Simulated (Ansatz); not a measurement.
A nudged elastic band was laid between two geometries of a periodic cell of 19 atoms, KC18 (surface graphene monolayer, adsorbate K).

Method: Ansatz, DFT PBE, scalar-relativistic, plane waves, PAW. Settings: cutoff 420 eV, k mesh 2x2x1, gaussian smearing 0.05 eV, spin collinear.

* movable images: 4
* climbing image: no
* spring: 5.0 eV/Å²
* optimiser: quadratic models (default)
* start path: default
* force threshold: 0.05 eV/Å
* iteration limit: 50
* end points: relaxed

First end point:

```xyz
19
Lattice="7.3980 0.0000 0.0000 -3.6990 6.4069 0.0000 0.0000 0.0000 12.0000" Properties=species:S:1:pos:R:3
C -0.020 -0.018 1.019
C 1.212 0.694 0.991
C -1.251 2.119 1.022
C -0.020 2.832 1.019
C -2.484 4.255 1.022
C -1.251 4.964 1.019
C 2.448 -0.020 0.991
C 3.684 0.694 0.991
C 1.212 2.121 0.991
C 2.448 2.834 0.991
C -0.018 4.255 1.022
C 1.215 4.966 1.022
C 4.917 -0.018 1.019
C 6.147 0.696 1.022
C 3.684 2.121 0.991
C 4.917 2.832 1.018
C 2.448 4.257 1.018
C 3.681 4.966 1.022
K 2.451 1.410 3.503
```

Last end point:

Only the atoms that move by more than 0.05 Å are listed.
```
K19 3.684 3.545 3.503
```

(1) What changes between the two ends?

(2) What energy profile does the band end with?

(3) What is the geometry of the highest image?

The band took 4 iterations and roughly 2.4 core-minutes.

Results:

(1) Contacts lost: C2–K19, C7–K19, C8–K19, C9–K19. Contacts made: C5–K19, C16–K19, C17–K19, C18–K19. The atom that moves furthest is K19, by 2.47 Å.

(2) It converged. The highest image is number 2 of 0 to 5, 0.081 eV above the ends, which have the same energy within 2 meV. No image climbed, so the highest image needn't sit at the top of the path. Limits of this set-up: slab without dipole correction.

| image | path coordinate (Å) | energy (eV) | C2–K19 (Å) | C7–K19 (Å) | C8–K19 (Å) |
| --- | --- | --- | --- | --- | --- |
| 0 | 0.00 | 0.000 | 2.89 | 2.89 | 2.89 |
| 1 | 0.48 | 0.032 | 3.12 | 3.12 | 2.94 |
| 2 | 0.97 | 0.081 | 3.43 | 3.43 | 3.08 |
| 3 | 1.45 | 0.080 | 3.77 | 3.77 | 3.27 |
| 4 | 1.93 | 0.031 | 4.13 | 4.13 | 3.50 |
| 5 | 2.42 | 0.000 | 4.51 | 4.51 | 3.78 |

(3) 
```xyz
19
Lattice="7.3980 0.0000 0.0000 -3.6990 6.4069 0.0000 0.0000 0.0000 12.0000" Properties=species:S:1:pos:R:3
C -0.019 -0.017 1.035
C 1.214 0.694 1.027
C -1.250 2.118 1.023
C -0.019 2.832 1.023
C -2.483 4.256 1.023
C -1.251 4.966 1.035
C 2.448 -0.018 1.027
C 3.683 0.694 0.994
C 1.213 2.119 0.994
C 2.447 2.833 0.932
C -0.018 4.255 1.023
C 1.214 4.967 1.023
C 4.916 -0.017 1.023
C 6.148 0.695 1.023
C 3.684 2.119 0.932
C 4.916 2.831 0.996
C 2.448 4.257 0.996
C 3.682 4.968 1.023
K 2.943 2.263 3.537
```

Time of the run: 74 s on 2 threads of Arm Neoverse V2 (shared host), peak memory 1.6 GiB.
